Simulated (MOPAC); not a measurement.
MOPAC input (MNDO):

```
MNDO PRECISE GNORM=0.05 LET XYZ CHARGE=-1 GEO-OK AUX(PRECISION=9) THREADS=1
C3HFNS

F     2.08191400 1    0.10832400 1    0.08736000 1
C     0.74397200 1   -0.14225100 1    0.12532100 1
N     0.25676000 1   -1.19755000 1    0.64047200 1
C    -1.16938800 1   -1.24966300 1    0.56914000 1
C    -1.64417600 1   -0.13312000 1   -0.04425400 1
S    -0.34102200 1    1.02492400 1   -0.55651800 1
H    -2.66064400 1    0.15934900 1   -0.26649900 1
```

From the output:

```
                                                       MOPAC v23.2.5 Linux

          FINAL HEAT OF FORMATION =          5.44909 KCAL/MOL =      22.79898 KJ/MOL

          COSMO AREA              =        115.13 SQUARE ANGSTROMS
          COSMO VOLUME            =        104.05 CUBIC ANGSTROMS

          GRADIENT NORM           =          0.02887          =       0.01091 PER ATOM
          IONIZATION POTENTIAL    =          2.980118 EV
          HOMO LUMO ENERGIES (EV) =         -2.980  5.008
          NO. OF FILLED LEVELS    =         16
          MOLECULAR WEIGHT        =        102.1060         POINT GROUP:  Cs

          MOLECULAR DIMENSIONS (Angstroms)

            Atom       Atom       Distance
            H     7    F     1     4.71850
            S     6    C     4     2.47663
            C     2    F     1     0.00000

          SCF CALCULATIONS        =         24

   ATOM   CHEMICAL          X               Y               Z
  NUMBER   SYMBOL      (ANGSTROMS)     (ANGSTROMS)     (ANGSTROMS)

     1       F          2.05967056  *   0.10072454  *   0.08977684  *
     2       C          0.75821324  *  -0.11148227  *   0.11030383  *
     3       N          0.25928326  *  -1.22420475  *   0.65450659  *
     4       C         -1.13275719  *  -1.21026684  *   0.55118179  *
     5       C         -1.62273459  *  -0.09228899  *  -0.06400696  *
     6       S         -0.37272691  *   0.97785920  *  -0.53423183  *
     7       H         -2.64429689  *   0.17398296  *  -0.27298067  *

                             CARTESIAN COORDINATES

   1    F        2.059670559     0.100724536     0.089776838
   2    C        0.758213239    -0.111482273     0.110303827
   3    N        0.259283259    -1.224204752     0.654506589
   4    C       -1.132757192    -1.210266837     0.551181792
   5    C       -1.622734594    -0.092288993    -0.064006958
   6    S       -0.372726906     0.977859201    -0.534231831
   7    H       -2.644296886     0.173982955    -0.272980668

           Empirical Formula: C3 H N F S  =     7 atoms

      MOLECULAR POINT GROUP   :   Cs

                  EIGENVALUES
 -42.57307 -33.89687 -24.76489 -20.67941 -15.76040 -15.10464 -12.66202 -12.30992
 -11.72861  -9.22180  -8.54307  -8.19205  -6.17607  -5.46164  -3.83184  -2.98012
   5.00799   6.39364   7.40495   7.89561   9.19688   9.83010  10.55371  11.84561
  12.65760

              NET ATOMIC CHARGES AND DIPOLE CONTRIBUTIONS

  ATOM NO.   TYPE          CHARGE      No. of ELECS.   s-Pop       p-Pop
    1          F          -0.190007        7.1900     1.87232     5.31769
    2          C          -0.034961        4.0350     1.26312     2.77184
    3          N          -0.215549        5.2155     1.74500     3.47055
    4          C          -0.316937        4.3169     1.51954     2.79739
    5          C          -0.386501        4.3865     1.26634     3.12016
    6          S           0.088496        5.9115     1.81152     4.09998
    7          H           0.055458        0.9445     0.94454
 DIPOLE           X         Y         Z       TOTAL
 POINT-CHG.     1.794     3.637    -1.768     4.424
 HYBRID         0.303     0.693    -0.340     0.829
 SUM            2.097     4.331    -2.107     5.253

          ATOMIC ORBITAL ELECTRON POPULATIONS

     Atom    s        px        py        pz
    1  F   1.87232   1.41310   1.95109   1.95349
    2  C   1.26312   0.75432   0.97416   1.04336
    3  N   1.74500   1.17780   1.14378   1.14897
    4  C   1.51954   0.88606   1.13433   0.77701
    5  C   1.26634   0.90700   0.97142   1.24175
    6  S   1.81152   1.05758   1.34127   1.70112
    7  H   0.94454

 **********************
 *                    *
 * JOB ENDED NORMALLY *
 *                    *
 **********************

 == MOPAC DONE ==
```

The dipole moment of an ion depends on the origin.

The geometry given is a B3LYP-D3(BJ)/def2-TZVP minimum.
